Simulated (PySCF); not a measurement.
# Spin-rotation constants: `C=C[SiH2][SiH2][SiH2]O[SiH3]`, C₂H₁₂OSi₄

Molfile (atoms numbered from 1):
```
C2H12OSi4
     RDKit          3D

 19 18  0  0  0  0  0  0  0  0999 V2000
   -2.3000    1.7440   -0.1859 C   0  0  0  0  0  0  0  0  0  0  0  0
   -3.0683    0.6686   -0.1289 C   0  0  0  0  0  0  0  0  0  0  0  0
   -2.4644   -1.0988   -0.3965 Si  0  0  0  0  0  4  0  0  0  0  0  0
   -0.1631   -1.1899   -0.6355 Si  0  0  0  0  0  4  0  0  0  0  0  0
    1.0755   -0.3182    1.1093 Si  0  0  0  0  0  4  0  0  0  0  0  0
    2.5013    0.2045    0.5281 O   0  0  0  0  0  0  0  0  0  0  0  0
    3.8116    0.4111   -0.3908 Si  0  0  0  0  0  4  0  0  0  0  0  0
   -1.2420    1.6775   -0.3935 H   0  0  0  0  0  0  0  0  0  0  0  0
   -2.6802    2.7437   -0.0331 H   0  0  0  0  0  0  0  0  0  0  0  0
   -4.1225    0.8071    0.0809 H   0  0  0  0  0  0  0  0  0  0  0  0
   -3.2301   -1.6164   -1.5416 H   0  0  0  0  0  0  0  0  0  0  0  0
   -2.9499   -1.8746    0.7581 H   0  0  0  0  0  0  0  0  0  0  0  0
    0.2040   -2.6019   -0.8689 H   0  0  0  0  0  0  0  0  0  0  0  0
    0.2129   -0.5617   -1.9188 H   0  0  0  0  0  0  0  0  0  0  0  0
    0.5162    0.8800    1.7463 H   0  0  0  0  0  0  0  0  0  0  0  0
    1.4336   -1.2741    2.1630 H   0  0  0  0  0  0  0  0  0  0  0  0
    4.7752   -0.6159   -0.0011 H   0  0  0  0  0  0  0  0  0  0  0  0
    4.2783    1.7632   -0.0959 H   0  0  0  0  0  0  0  0  0  0  0  0
    3.4022    0.2611   -1.7874 H   0  0  0  0  0  0  0  0  0  0  0  0
  1  2  2  0
  2  3  1  0
  3  4  1  0
  4  5  1  0
  5  6  1  0
  6  7  1  0
  1  8  1  0
  1  9  1  0
  2 10  1  0
  3 11  1  0
  3 12  1  0
  4 13  1  0
  4 14  1  0
  5 15  1  0
  5 16  1  0
  7 17  1  0
  7 18  1  0
  7 19  1  0
M  END
```

Level of theory: PySCF, GIAO KT2/STO-3G magnetisability, rotational g tensor and spin-rotation constants, non-relativistic, gas phase. Geometry: GFN2-xTB.

(1) Give the nuclear spin-rotation constants along the inertial axes (H = +C I·J) beside the isotropic shieldings.

## Answers

(1) Rotational constants 2.3100, 0.4781, 0.4467 GHz. A star marks the isotopologue with that one atom substituted, in its own axes.
```
atom  isotope  Caa (kHz)  Cbb (kHz)  Ccc (kHz)  mean (kHz)  σ (ppm)
  H8       1H      0.147     -0.046     -0.048       0.017     28.2
  H9       1H     -0.192      0.030     -0.050      -0.070     27.6
 H10       1H      0.157     -0.043     -0.047       0.022     27.5
 H11       1H     -0.122     -0.035     -0.018      -0.058     31.0
 H12       1H     -0.187     -0.038     -0.003      -0.076     31.1
 H13       1H     -0.206      0.005     -0.044      -0.082     31.7
 H14       1H     -0.198     -0.044      0.001      -0.080     31.4
 H15       1H     -0.187      0.005     -0.035      -0.072     30.2
 H16       1H     -0.190     -0.026     -0.005      -0.074     30.2
 H17       1H     -0.105     -0.016     -0.035      -0.052     30.5
 H18       1H     -0.168      0.005     -0.041      -0.068     30.3
 H19       1H     -0.174     -0.041      0.002      -0.071     30.6
  C1     13C*      0.613      0.119      0.034       0.255    129.1
  C2     13C*      0.667      0.126      0.022       0.272    127.7
 Si3    29Si*     -0.793     -0.149     -0.173      -0.372    572.3
 Si4    29Si*     -0.669     -0.136     -0.133      -0.313    621.3
 Si5    29Si*     -0.666     -0.213     -0.174      -0.351    550.8
  O6     17O*     -0.156      0.099      0.037      -0.007    483.4
 Si7    29Si*     -0.703     -0.193     -0.152      -0.349    569.0
```
For the geometry as given, no vibrational averaging.
